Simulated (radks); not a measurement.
Results of a calculation; reference values are marked as such.
Spherical quantum dot in the effective-mass picture: electrons in a hard-walled sphere of radius 4.32, all in effective atomic units (hartree* = m*/eps^2 hartree, bohr* = eps/m* bohr), one dielectric constant everywhere. Level of theory: non-relativistic Kohn-Sham, LDA (Slater exchange, Perdew-Wang correlation), spin-polarised, spherical densities (a radial shooting solver with Libxc functionals). Levels are named by radial order and angular momentum (1s, 1p, 1d, 2s, ...), and open shells are averaged over m. Results are scaled to m* = 0.054 and eps = 6.2, for which hartree* = 38.23 meV and bohr* = 6.076 nm.

N = 24, configuration 1s2 1p6 1d10 1f(up 6, down 0). This is the lowest configuration that the search found. Occupied and some empty levels:

| level | occupation | eigenvalue (meV) | <r> (nm) |
|---|---|---|---|
| 1s up | 1 | 274.71 | 18.20 |
| 1s down | 1 | 276.81 | 18.08 |
| 1p up | 3 | 279.67 | 18.74 |
| 1p down | 3 | 281.87 | 18.67 |
| 1d up | 5 | 288.50 | 19.23 |
| 1d down | 5 | 290.78 | 19.20 |
| 1f up | 6 | 300.75 | 19.67 |
| 1f down | 0 | 303.08 | 19.65 |
| 2s up | 0 | 313.70 | 11.71 |
| 2s down | 0 | 314.43 | 11.69 |
| 1g up | 0 | 316.13 | 20.04 |
| 1g down | 0 | 318.49 | 20.03 |
| 2p up | 0 | 330.78 | 13.74 |
| 2p down | 0 | 331.81 | 13.71 |
| 2d up | 0 | 351.35 | 15.02 |
| 2d down | 0 | 352.60 | 14.98 |

Energy (meV): total 3810.44, kinetic 936.34, external 0, Hartree 3238.9, exchange-correlation -364.82.

Electron density:

| r (nm) | n(r) (e/nm^3) |
|---|---|
| 1.43 | 0.00001076 |
| 2.73 | 0.00001309 |
| 4.04 | 0.00001753 |
| 5.34 | 0.00002510 |
| 6.65 | 0.00003735 |
| 7.95 | 0.00005650 |
| 9.26 | 0.00008534 |
| 10.6 | 0.0001268 |
| 11.9 | 0.0001844 |
| 13.2 | 0.0002596 |
| 14.5 | 0.0003510 |
| 15.8 | 0.0004513 |
| 17.1 | 0.0005449 |
| 18.4 | 0.0006083 |
| 19.7 | 0.0006126 |
| 21.0 | 0.0005367 |
| 22.3 | 0.0003865 |
| 23.6 | 0.0002028 |
| 24.9 | 0.00005522 |
| 26.2 | 1.149e-07 |
